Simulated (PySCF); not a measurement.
Shifts of the heteroatoms

Mapped SMILES: `[CH3:1][c:2]1[cH:3][c:4]([F:5])[cH:6][cH:7][c:8]1[NH2:9]`. Each H is labelled by its parent atom.

[PySCF 2.14.0 with density-fitted response routines: NMR shieldings at PBE0/pcSseg-1/GIAO; geometry: GFN2-xTB; non-relativistic Hamiltonian; no solvent; rapidly exchanging positions averaged; a single conformation]

Task: Where does $^{19}$F resonate?

Result: 
```
atoms    environment  σ (ppm)  δ (ppm)
   F5  aryl fluorine    305.4   -129.5
```

Shieldings were converted by a linear fit to measured shifts: $^{19}$F: δ = 146.13 − 0.903σ +14.6 on sp3 carbon (rms 6.0 ppm, 223 shifts, 7.0 ppm with the 5 outliers that the fit left out vs CFCl3, solution or neat liquid). A few per cent of atoms miss by over 2 rms, more outside the fitted compound classes.

On a 600 MHz spectrometer $^{19}$F resonates near 564.6 MHz, so 1 ppm is 564.6 Hz.

Task: Predict the $^{15}$N NMR data.

Result: 
```csv
atoms,environment,σ (ppm),δ (ppm)
N9,aniline-type nitrogen,195.7,-328.4
```

Shieldings were converted by a linear fit to measured shifts: $^{15}$N (scatter 6.3 ppm rms vs CH3NO2, solution or neat liquid). A few per cent of atoms miss by over 2 rms, more outside the fitted compound classes.

On a 300 MHz spectrometer $^{15}$N resonates near 30.4 MHz, so 1 ppm is 30.4 Hz.
